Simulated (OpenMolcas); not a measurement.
Computed levels of 5d⁵ in ions with 73 electrons, in cm-1 above ⁶S_5/2.

| Quantity | Value |
| --- | --- |
| Program | OpenMolcas 26.06 |
| Method | CASSCF |
| Basis | ANO-R2 |
| Scalar Hamiltonian | X2C, finite nucleus |
| Spin-orbit coupling | state interaction with AMFI integrals over the reference wave functions, term energies averaged over their components |

Active space for each ion: 5 electrons in 10 orbitals (5d 6d).

```
  Level   Os3+   Ir4+   Au6+
 ⁴G_7/2  24695  26982  30795
⁴G_11/2  25544  28073  32451
 ⁴G_9/2  26227  29057  34212
 ⁴P_1/2  28748  31704  37034
 ⁴D_7/2  31745  35289  42131
 ⁴D_1/2  35160  39624  48544
²I_11/2  35961  39914  47580
²I_13/2  38916  43552  52596
 ²H_9/2  45982  51317  61512
```

Q: Estimate ⁴G_7/2, ⁴G_11/2 for Pt5+ from its neighbours Ir4+ and Au6+.

A: ⁴G_7/2 is another term, which grows about linearly with the charge: (26982 + 30795) / 2 = 28888. The calculation gives 28919, so the estimate is off by -0.1 %.
⁴G_11/2 is another term, which grows about linearly with the charge: (28073 + 32451) / 2 = 30262. The calculation gives 30287, so the estimate is off by -0.1 %.

Mixed levels, with the weight of the term that names them: Os3+ ⁴P_1/2 (68 %), Os3+ ⁴D_1/2 (71 %), Os3+ ²H_9/2 (56 %), Ir4+ ⁴G_7/2 (73 %), Ir4+ ⁴P_1/2 (66 %), Ir4+ ⁴D_7/2 (73 %), Ir4+ ⁴D_1/2 (70 %), Ir4+ ²H_9/2 (55 %), Pt5+ ⁴G_7/2 (68 %), Pt5+ ⁴P_1/2 (65 %), Pt5+ ⁴D_7/2 (67 %), Pt5+ ⁴D_1/2 (70 %), Pt5+ ²I_11/2 (72 %), Pt5+ ²H_9/2 (54 %), Au6+ ⁴G_7/2 (63 %), Au6+ ⁴G_11/2 (73 %), Au6+ ⁴P_1/2 (63 %), Au6+ ⁴D_7/2 (62 %), Au6+ ⁴D_1/2 (70 %), Au6+ ²I_11/2 (70 %), Au6+ ²H_9/2 (54 %).

Without dynamic correlation excited terms often stand tens of per cent too high (terms of higher spin than the ground term too low), and those without a measured partner can miss by more than the paired ones. Active for correlation alone: 6d; no level in the range computed is led by a configuration that fills it, so any true level of that kind is missing. Levels of configurations outside the active space are missing.
